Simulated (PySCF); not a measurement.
## Core-level binding energies of `C[S@](=O)c1cccnc1`

Compound: C6H7NOS.
Numbering: `[CH3:1][S@:2](=[O:3])[c:4]1[cH:5][cH:6][cH:7][n:8][cH:9]1`

Computed with delta-SCF UKS SCAN, pcX-2 on the ionised atom, pcseg-1 elsewhere, spin-free X2C in PySCF. Binding energies are ΔSCF values: E(core-ionised, relaxed orbitals) − E(ground state) at a fixed geometry, referred to the vacuum level.

Problem. Give the core binding energies atom by atom.

Solution. 
| atom(s) | environment | level | binding energy (eV) | above the level's lowest (eV) | count |
| --- | --- | --- | --- | --- | --- |
| C6 | aromatic CH carbon | C 1s | 290.85 | 0.00 | 1 |
| C4 | substituted aromatic carbon | C 1s | 290.92 | +0.07 | 1 |
| C5 | aromatic CH carbon | C 1s | 290.97 | +0.12 | 1 |
| C1 | S-methyl carbon | C 1s | 291.28 | +0.43 | 1 |
| C7 | aromatic CH next to a ring nitrogen | C 1s | 291.38 | +0.53 | 1 |
| C9 | aromatic CH next to a ring nitrogen | C 1s | 291.58 | +0.73 | 1 |
| N8 | pyridine-type nitrogen | N 1s | 404.85 | 0.00 | 1 |
| O3 | sulfinyl oxygen | O 1s | 536.60 | 0.00 | 1 |
| S2 | sulfinyl sulfur | S 1s | 2480.16 | 0.00 | 1 |

The listed C 1s values span 0.73 eV, from C6 (bonded to 2 C (aromatic in the SMILES) and H) to C9 (bonded to N (aromatic in the SMILES), C (aromatic in the SMILES) and H). The widest gap between neighbouring values is 0.31 eV, between 290.97 and 291.28 eV. The values 290.92 and 290.97 eV lie too close for their order to be trusted.

Problem. Which photon wavelength matches the C 1s of C7 threshold?

Solution. λ = hc/E = 12398.42 eV Å / 291.38 eV = 42.551 Å.

Problem. Which photon energy gives electrons from C 1s of C7 a kinetic energy of 200 eV, and what is their de Broglie wavelength?

Solution. hν = 291.38 + 200 = 491.38 eV, recoil neglected; λ = 12.264 Å/√(E/eV) = 0.87 Å.

Not every level is listed. Isolated species at its PBE0-D3(BJ)/def2-SVP geometry (one conformer only).

Shape of the structure used: `[CH3:1][S@:2](=[O:3])[c:4]1[cH:5][cH:6][cH:7][n:8][cH:9]1`: C1–S2–C4–C5 108°.
